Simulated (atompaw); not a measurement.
iodine PAW (atompaw): all-electron and pseudo phase curves

* Element: iodine
* Generator: atompaw 4.2.0.5
* Type: PAW
* Functional: PBEsol
* Relativity: scalar-relativistic
* Frozen core: [Kr] 4d10
* Valence charge: 7
* Reference configuration: 5s2 5p5
* Partial waves: 5s (bound): rc 2.25 bohr; 5s channel at -0.5 Ry: rc 2.25 bohr; 5p (bound): rc 2.25 bohr; 5p channel at 0.55 Ry: rc 2.25 bohr
* Local potential: bessel scheme, radius 2.10 bohr
* Core correction: smooth core density matched at 1.80 bohr
* Augmentation charge: sinc compensation charge, radius 2.10 bohr; PAW radius 2.25 bohr; waves and projectors: custom polynom2 7 10 vanderbiltortho

The phase is arctan(r·u′/u) with u = r·R(r), unwrapped; energies in Ry, scanned from -3 to 5 Ry. A pole is an energy at which the radial function vanishes at the test radius. The pseudo phase is shifted by a multiple of π to meet the all-electron one at the reference energy, and phase errors are pseudo minus all-electron; the curves can meet again beyond the range given. Levels narrower than the energy grid can be missing from the lists of poles.

Task: For each channel, where are the poles, and over which energies does the pseudopotential scatter like the atom?

Result:

| channel | radius (bohr) | reference energy (Ry) | poles, all-electron | poles, pseudo | unbroken range about the reference energy with phases within 0.05 rad | phase error 1 Ry above the reference energy (rad) |
| --- | --- | --- | --- | --- | --- | --- |
| s | 2.27 | -1.28 | 0.42 | 0.42 | below 3.6 | -0.000 |
| p | 2.27 | -0.52 | 2.03 | 2.03 | the whole range | +0.000 |

Phases in the s channel:

```json
{"E (Ry)": "-3.00", "all-electron": "1.115", "pseudo": "1.115"}
{"E (Ry)": "-2.52", "all-electron": "0.951", "pseudo": "0.951"}
{"E (Ry)": "-2.04", "all-electron": "0.534", "pseudo": "0.534"}
{"E (Ry)": "-1.56", "all-electron": "-0.468", "pseudo": "-0.468"}
{"E (Ry)": "-1.08", "all-electron": "-1.137", "pseudo": "-1.137"}
{"E (Ry)": "-0.60", "all-electron": "-1.379", "pseudo": "-1.379"}
{"E (Ry)": "-0.12", "all-electron": "-1.494", "pseudo": "-1.494"}
{"E (Ry)": "0.36", "all-electron": "-1.564", "pseudo": "-1.564"}
{"E (Ry)": "0.84", "all-electron": "-1.615", "pseudo": "-1.615"}
{"E (Ry)": "1.32", "all-electron": "-1.656", "pseudo": "-1.657"}
{"E (Ry)": "1.80", "all-electron": "-1.694", "pseudo": "-1.696"}
{"E (Ry)": "2.28", "all-electron": "-1.734", "pseudo": "-1.738"}
{"E (Ry)": "2.76", "all-electron": "-1.778", "pseudo": "-1.787"}
{"E (Ry)": "3.24", "all-electron": "-1.833", "pseudo": "-1.855"}
{"E (Ry)": "3.72", "all-electron": "-1.908", "pseudo": "-1.966"}
{"E (Ry)": "4.20", "all-electron": "-2.024", "pseudo": "-2.209"}
{"E (Ry)": "4.68", "all-electron": "-2.233", "pseudo": "-3.002"}
```
